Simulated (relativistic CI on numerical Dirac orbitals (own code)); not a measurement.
Re4+: 5p photoemission

Computed with this model: Dirac-Coulomb-Breit CI, orbitals from a KLI potential per configuration, model QED (radiative potential, 1s self-energy scaled to tabulated hydrogen-like ionisation energies), valence Slater integrals scaled by 0.7, multiplet model of photoemission in the sudden approximation; configurations [Xe] 4f14 5d3 → [Kr] 4d10 4f14 5s2 5p5 5d3; 300 K; Lorentzian 1.05 eV and Gaussian 0.6 eV FWHM. Energies are those of the free ion, without screening or charge transfer. The energies are binding energies and can lie tens of eV above those of solids. S is read from ⟨S²⟩ = S(S + 1).

free ion: ground-state S = 1.38, centroid 99.46 eV. Peaks (eV, height): 93.6 (100), 94.8 (69), 99.6 (20), 109.4 (34), 113.4 (26).

Strongest unbroadened transitions for free ion:

| Energy (eV) | Relative strength |
| --- | --- |
| 93.37 | 100.0 |
| 93.52 | 75.3 |
| 93.65 | 36.3 |
| 93.78 | 24.8 |
| 94.73 | 13.7 |
| 94.84 | 80.9 |
| 95.30 | 39.5 |
| 96.12 | 10.6 |
| 99.07 | 9.3 |
| 99.58 | 18.8 |
| 99.88 | 11.9 |
| 100.58 | 8.8 |
| 108.28 | 20.8 |
| 108.56 | 10.0 |
| 108.78 | 19.5 |
| 109.54 | 63.7 |
| 113.34 | 55.9 |
| 113.84 | 7.0 |
